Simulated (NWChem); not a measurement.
System: CH4BFOS; SMILES CSB(O)F

The following NWChem deck was run.

```
start job
memory heap 200 mb stack 900 mb global 1100 mb
geometry units angstroms noautosym nocenter noautoz
  B     -0.060928     0.820676     0.000038
  F      0.666803     1.940900    -0.000289
  O     -1.410390     0.884545     0.000187
  H     -1.734101     1.792739     0.000020
  S      0.812307    -0.757388     0.000320
  C     -0.579822    -1.924394     0.000612
  H     -1.201401    -1.794567     0.895863
  H     -0.148115    -2.933647     0.001877
  H     -1.200255    -1.796377    -0.895702
end
basis spherical
  * library pcsseg-1
end
dft
  xc bhlyp
  iterations 150
end
property
  shielding 8 1 2 3 4 5 6 7 8
end
task dft property
```

Geometry: optimised at PBE0/def2-SVP.

GIAO values for the isolated, static molecule; σ is the absolute isotropic shielding, δ = σ(reference) − σ with the isolated reference molecule computed at the same levels (11B: boron trifluoride, 13C: tetramethylsilane, 19F: trichlorofluoromethane, 1H: tetramethylsilane, 17O: water).

Atoms are numbered as in the input.

**Question.** What results follow from this input? (BHandHLYP/pcSseg-1, GIAO.) Quantities: δ B1 (ppm); δ F2 (ppm); δ O3 (ppm); δ H4 (ppm); σ S5 (ppm); δ C6 (ppm); δ H7 (rotor mean) (ppm).

**Answer.** The δ B1 (ppm) is 21.6, the δ F2 (ppm) is -76.0 and the δ O3 (ppm) is 113.2. The δ H4 (ppm) is 4.12. The σ S5 (ppm) comes out as 633.5. The δ C6 (ppm) comes out as 13.2. The δ H7 (rotor mean) (ppm) is 1.96.
